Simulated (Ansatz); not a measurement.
Computed with Ansatz on PBE0-D4/def2-TZVP structures; ΔE is electronic, products minus reactants. CCSD(T)/CBS is the MP2 limit (def2-TZVPP, def2-QZVPP) plus CCSD(T) − MP2 in def2-TZVPP, frozen cores. This one scheme is used for every species. Functionals use def2-TZVPP. B3LYP here is the variant with VWN-RPA as its local correlation; programs differ in this. For Ge outer-core shells are correlated without core-valence functions, which leaves a few kJ/mol of doubt a bond. Scalar relativity is left out up to krypton. Each species was taken in one conformer, which may not be the lowest.

`S[SiH2][SiH2][GeH3]` + HCl → `Cl[SiH2][GeH3]` + `[SiH3]S`  (cleavage of the Si–Si bond)

```
             level  ΔE (kJ/mol)  difference from CCSD(T)/CBS
            PBE-D4        -64.0                         14.7
         r2SCAN-D4        -77.5                          1.2
           PBE0-D4        -69.1                          9.6
          B3LYP-D4        -78.5                          0.2
           ωB97X-V        -81.7                         -3.0
           ωB97M-V        -85.6                         -6.9
            B2PLYP        -87.3                         -8.6
               PBE        -70.4                          8.3
            r2SCAN        -79.5                         -0.8
              PBE0        -75.2                          3.5
             B3LYP        -88.6                         -9.9
     HF/def2-TZVPP       -107.2                        -28.5
    MP2/def2-TZVPP        -83.4                         -4.7
SCS-MP2/def2-TZVPP        -87.9                         -9.2
   CCSD/def2-TZVPP        -80.2                         -1.5
CCSD(T)/def2-TZVPP        -76.2                          2.5
     HF/def2-QZVPP       -108.4                        -29.7
    MP2/def2-QZVPP        -85.2                         -6.5
SCS-MP2/def2-QZVPP        -89.7                        -11.0
      HF/CBS(def2)       -108.6                        -29.9
     MP2/CBS(def2)        -85.9                         -7.2
    CCSD/CBS(def2)        -82.7                         -4.0
       CCSD(T)/CBS        -78.7                            0
```

Largest T1 diagnostic among the species: 0.012.

The D4 term adds +10.1 kJ/mol with B3LYP and +6.1 kJ/mol with PBE0; it sums over pairs of atoms, weighted by their polarisabilities, and B3LYP, whose exchange is more repulsive, gets the larger term. From PBE to PBE0 (25 % exact exchange), in def2-TZVPP and without D4, ΔE moves by −4.8 kJ/mol.
